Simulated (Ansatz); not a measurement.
Energy needed to pull apart AlNH3I (SMILES [NH2][AlH][I]), singlet, into free ground-state atoms, from the structure below (displaced at random from a GFN2-xTB minimum); no zero-point or spin–orbit terms; open-shell atoms are treated unrestricted, in their ground-state multiplicity.

```tsv
atom	x (Å)	y (Å)	z (Å)
N1	-0.6098	0.2838	-0.7016
Al2	0.4799	0.0151	0.5505
I3	1.6873	-2.2424	0.8868
H4	-1.2229	1.2249	-0.7949
H5	-0.8050	-0.2644	-1.6740
H6	0.4910	1.0357	1.5851
```

Ansatz 0.2.0; basis: def2-TZVPP; cores frozen in the correlated methods. Filled d shells of the heavier atoms are correlated. Core potentials replace the inner electrons of the atoms past krypton. The def2 sets are not built for correlating such inner shells, so the correlated values are less sure here.

| method | atomization energy (kJ/mol) |
| --- | --- |
| PBE-D4 | 1716 |
| r2SCAN-D4 | 1699 |
| B97M-V | 1705 |
| PBE0-D4 | ? |
| HSE06-D4 | 1682 |
| wB97M-V | ? |
| HF | 1162 |
| MP2 | 1676 |
| CCSD | 1618 |
| CCSD(T) | 1648 |

Task: What does wB97M-V give? (To be estimated.)

Result: The calculation gives: 1701 kJ/mol, which is about 53 kJ/mol more than CCSD(T)/def2-TZVPP.

Task: What does PBE0-D4 give? (To be estimated.)

Result: Computed: 1681 kJ/mol, which is about 33 kJ/mol more than CCSD(T)/def2-TZVPP.

In triple zeta the MP2 and coupled-cluster atomization energies are still short of their basis limit by a few kcal/mol a bond, whereas those of the functionals are nearly converged, so these differences are not deviations from converged CCSD(T).

No T1 diagnostic of these runs exceeds 0.010.

For scale, one of the runs: CCSD(T)/def2-TZVPP forces, 165 basis functions (an equivalent command: `ansatz run in.yaml --threads 4`). The run took 2.2 min on 4 CPU threads (shared host), with 2.6 GiB of host memory at its peak.
